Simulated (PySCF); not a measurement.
# Dipole moment and polarisability of `C#C[C@@H]1S[C@]1(C)F`

Compound: C5H5FS.
Geometry (GFN2-xTB, Å), atoms numbered from 1 in this order:
```xyz
12
C5H5FS angstrom
C      2.861    0.440    0.834
C      1.865    0.103    0.260
C      0.661   -0.222   -0.425
S      0.119    0.916   -1.763
C     -0.589    0.542   -0.144
C     -1.932   -0.127   -0.072
F     -0.482    1.542    0.775
H      3.739    0.700    1.345
H      0.549   -1.271   -0.685
H     -2.013   -0.888   -0.843
H     -2.060   -0.582    0.909
H     -2.717    0.613   -0.218
```

Level: CAM-B3LYP/def2-SVPD (PySCF), static field, nuclei fixed, core orbitals frozen in the response. The polarisability tensor in these axes (au):

```
x   92.39  2.23 11.55
y    2.23 62.44 -3.32
z   11.55 -3.32 78.31
```

**Question.** Give the principal values, the mean and the anisotropy Δα = √{½[(α1 − α2)² + (α2 − α3)² + (α1 − α3)²]}.

**Answer.** Principal values 60.97, 73.29 and 98.88 au; mean 77.71 au = 11.52 Å³ = 12.81 × 10⁻⁴⁰ C²·m²/J; Δα = 33.49 au (43 % of the mean).

**Question.** What is the dipole moment, and where does it point?

**Answer.** (-0.70, -1.92, 0.29) D, 2.07 D in size, pointing from the negative to the positive side. Measured along this direction, the outermost atoms are H8 at the negative end and H10 and H11 at the positive end.

**Question.** In TDDFT the mean static polarisability is Σ f/ω² over all singlet excitations (ω in hartree). How much of it do the 8 lowest give? Their energies (eV) and oscillator strengths: 4.61, 0.0047; 5.84, 0.0196; 6.15, 0.0951; 6.38, 0.0020; 6.44, 0.0106; 6.79, 0.0358; 7.08, 0.0327; 7.30, 0.0721.

**Answer.** They add up to 4.74 au, 6.1 % of the 77.71 au; the largest single term is 1.86 au, from the state at 6.15 eV. Terms in order: 0.16, 0.43, 1.86, 0.04, 0.19, 0.57, 0.48, 1.00 au. Higher excitations give the rest. The strengths listed sum to 0.273.

**Question.** Give the eigenvalues of the traceless quadrupole moment Θ = ½Σq(3rr − r²1), origin at the centre of nuclear charge.

**Answer.** -6.26, -2.54, 8.79 D·Å. The values depend on the origin, since the dipole doesn't vanish. The electronic extent ⟨r²⟩ about the same centre is 859 bohr², a root-mean-square distance of 2.00 Å for the 60 electrons.

**Question.** How large is μ²/3kT at 400 K beside α?

**Answer.** In Gaussian units μ²/3kT = 25.78 Å³ against 11.52 Å³, a ratio of 2.24; the Debye molar polarisation (4π/3)N_A(α + μ²/3kT) is 94.1 cm³/mol, leaving out the vibrational part.

**Question.** Find the Langevin capture rate constant for NO+ (29.998 u) meeting this molecule (116.010 u), k = 2.342 × 10⁻⁹ cm³/s × √(α in Å³ / reduced mass in u).

**Answer.** The reduced mass is 23.83 u, so k = 1.63 × 10⁻⁹ cm³/s. The formula leaves out the permanent dipole, which adds to the capture rate.

**Question.** Estimate the molar refractivity from the static electronic polarisability.

**Answer.** Lorentz–Lorenz: R = (4π/3)N_A α = 2.5225 cm³/(mol·Å³) × 11.52 Å³ = 29.0 cm³/mol, in the limit of long wavelengths.

Geometry: GFN2-xTB; no solvent, vibrations or thermal averaging.
